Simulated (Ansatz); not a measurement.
`C[SiH2]BN` + `O[AsH2]` → `C[SiH2][AsH]O` + `BN`  (cleavage of the Si–B bond)

Computed with Ansatz on PBE0-D4/def2-TZVP structures; ΔE is electronic, products minus reactants. CBS: MP2 limit from def2 TZ/QZ plus the TZ coupled-cluster correction, frozen cores. This one scheme is used for every species. DFT in def2-TZVPP. B3LYP here is the variant with VWN-RPA as its local correlation; programs differ in this. For As outer-core shells are correlated without core-valence functions, which leaves a few kJ/mol of doubt a bond. Scalar relativity is left out up to krypton. One conformer a species, not always the lowest.

`C[SiH2]BN`:

Z-matrix (Å, degrees):
```
C
Si 1 1.882
H 1 1.093 2 110.9
H 1 1.092 2 111.2 3 120.3
H 1 1.093 2 110.5 3 -119.6
B 2 2.017 1 112.5 3 61.1
H 2 1.498 1 109.0 3 -61.8
H 2 1.495 1 108.6 3 -177.2
N 6 1.387 2 121.0 1 -124.9
H 6 1.201 2 121.9 1 54.9
H 9 1.007 6 123.3 2 -0.2
H 9 1.007 6 123.4 2 -179.6
```

`O[AsH2]`:

Cartesian coordinates in Å:
```
O 0.429 0.459 -0.916
As -0.274 0.083 0.699
H 0.569 1.408 -0.961
H -1.367 -0.850 0.180
H 0.643 -1.100 0.998
```

`C[SiH2][AsH]O`:

Z-matrix (Å, degrees):
```
C
Si 1 1.868
H 1 1.092 2 110.6
H 1 1.093 2 111.0 3 -120.6
H 1 1.092 2 109.6 3 119.2
As 2 2.374 1 111.2 3 -66.8
H 2 1.488 1 111.1 3 173.8
H 2 1.491 1 112.2 3 52.7
O 6 1.819 2 93.6 1 -41.0
H 6 1.533 2 91.5 1 55.7
H 9 0.960 6 107.7 2 -149.1
```

`BN`:

Z-matrix (Å, degrees):
```
B
N 1 1.385
H 1 1.197 2 119.0
H 1 1.197 2 119.0 3 -180.0
H 2 1.006 1 123.2 3 -0.0
H 2 1.006 1 123.2 3 180.0
```

| level | ΔE (kJ/mol) | difference from CCSD(T)/CBS |
| --- | --- | --- |
| PBE-D4 | -46.3 | 2.2 |
| r2SCAN-D4 | -47.7 | 0.8 |
| PBE0-D4 | -47.0 | 1.5 |
| ωB97X-V | -45.7 | 2.8 |
| PBE | -43.5 | 5.0 |
| PBE0 | -44.6 | 3.9 |
| B3LYP | -45.7 | 2.8 |
| HF/def2-TZVPP | -46.6 | 1.9 |
| MP2/def2-TZVPP | -52.5 | -4.0 |
| SCS-MP2/def2-TZVPP | -49.3 | -0.8 |
| CCSD/def2-TZVPP | -45.1 | 3.4 |
| CCSD(T)/def2-TZVPP | -45.7 | 2.8 |
| MP2/def2-QZVPP | -53.9 | -5.4 |
| SCS-MP2/def2-QZVPP | -50.2 | -1.7 |
| MP2/CBS(def2) | -55.3 | -6.8 |
| CCSD/CBS(def2) | -47.9 | 0.6 |
| CCSD(T)/CBS | -48.5 | 0 |

Largest T1 diagnostic among the species: 0.012.

The D4 term adds −4.6 kJ/mol with B3LYP and −2.5 kJ/mol with PBE0; it sums over pairs of atoms, weighted by their polarisabilities, and B3LYP, whose exchange is more repulsive, gets the larger term.
